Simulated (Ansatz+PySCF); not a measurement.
Two shapes of singlet H₄.

Shape 1:

```xyz
4

H     0.8697    0.0000    0.0000
H     0.0000    0.8697    0.0000
H    -0.8697    0.0000    0.0000
H     0.0000   -0.8697    0.0000
```

Shape 2:

```xyz
4

H     0.6000    0.6500    0.0000
H    -0.6000    0.6500    0.0000
H    -0.6000   -0.6500    0.0000
H     0.6000   -0.6500    0.0000
```

Basis set: cc-pVDZ (spherical functions). All electrons are correlated. Charge 0, multiplicity 1.

Computed with Ansatz (development build ahead of 0.2.0); each method stands on the lowest determinant of its kind that the runs found.

Problem. Which shape is lower in energy, and by how much in each method?

Solution.

```json
{"method": "UHF-MP2", "E(2) − E(1) (eV)": "-0.097"}
{"method": "PBE (restricted)", "E(2) − E(1) (eV)": "-0.913"}
{"method": "PBE (unrestricted)", "E(2) − E(1) (eV)": "-0.114"}
{"method": "r²SCAN (unrestricted)", "E(2) − E(1) (eV)": "-0.088"}
{"method": "ωB97X (unrestricted)", "E(2) − E(1) (eV)": "-0.156"}
```

Shape 2 is lower. Caution for UHF-MP2: bonds are stretched, where a single reference can fail; the determinant breaks the point group. Caution for UHF-MP2, PBE (unrestricted), ωB97X (unrestricted): the unrestricted determinant is a mixture of spin states. Caution for PBE (restricted): an unrestricted determinant lies well below. Caution for PBE (unrestricted), r²SCAN (unrestricted): the unrestricted determinant is spin contaminated.
